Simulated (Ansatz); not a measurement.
`[OH][AlH][SiH2]P` + `[NH2][ZnH]` → `P[NH][ZnH]` + `[OH][AlH][SiH3]`  (cleavage of the P–Si bond)

Computed with Ansatz on PBE0-D4/def2-TZVP structures; ΔE is electronic, products minus reactants. CBS: MP2 limit from def2 TZ/QZ plus the TZ coupled-cluster correction, frozen cores. Functionals use def2-TZVPP. For Zn outer-core shells are correlated without core-valence functions, which leaves a few kJ/mol of doubt a bond. Scalar relativity is left out up to krypton. One conformer a species, not always the lowest.

`[OH][AlH][SiH2]P`:

```xyz
10

O     0.416   -2.493    0.185
Al    0.556   -1.102   -0.780
Si    0.691    1.009    0.427
P    -1.389    1.892    0.704
H     0.285   -3.371   -0.172
H     0.464   -1.240   -2.362
H     1.274    0.897    1.793
H     1.466    2.052   -0.307
H    -1.975    0.678    1.155
H    -1.789    1.678   -0.644
```

`[NH2][ZnH]`:

Cartesian coordinates in Å:
```
N -0.771 0.112 -0.301
Zn 0.841 -0.338 0.405
H -0.865 0.251 -1.296
H -1.360 0.780 0.174
H 2.155 -0.806 1.017
```

`P[NH][ZnH]`:

```xyz
7

P     0.398    0.743   -1.317
N     0.364    0.587    0.373
Zn   -0.398   -0.740    1.369
H    -0.960    0.480   -1.671
H     0.802   -0.563   -1.732
H     0.839    1.357    0.815
H    -1.046   -1.863    2.164
```

`[OH][AlH][SiH3]`:

Z-matrix (Å, degrees):
```
Si
Al 1 2.447
H 1 1.492 2 110.4
H 1 1.488 2 112.9 3 -120.8
H 1 1.492 2 110.7 3 118.0
O 2 1.698 1 116.2 3 114.7
H 2 1.590 1 124.9 3 -65.0
H 6 0.956 2 123.1 1 -179.6
```

```tsv
level	ΔE (kJ/mol)
r2SCAN0-D4	41.0
PBE-QIDH	38.9
r2SCAN0	40.4
HF/def2-SVP	11.6
MP2/def2-TZVPP	37.4
SCS-MP2/def2-TZVPP	30.4
MP2/def2-QZVPP	38.7
SCS-MP2/def2-QZVPP	31.9
```

Task: What does CCSD(T)/CBS give? (Estimate.)

Result: Computed: +39.0 kJ/mol. The listed levels differ from it by 2.0, -0.1, 1.4, -27.4, -1.6, -8.6, -0.3, -7.1 kJ/mol.

Largest T1 diagnostic among the species: 0.016.

In def2-TZVPP, CCSD(T) changes the Hartree–Fock value by +20.7 kJ/mol (the triples alone add +3.2 kJ/mol) and MP2 by +22.0 kJ/mol. From BLYP to BHLYP (50 % exact exchange), in def2-TZVPP and without D4, ΔE moves by −9.3 kJ/mol.
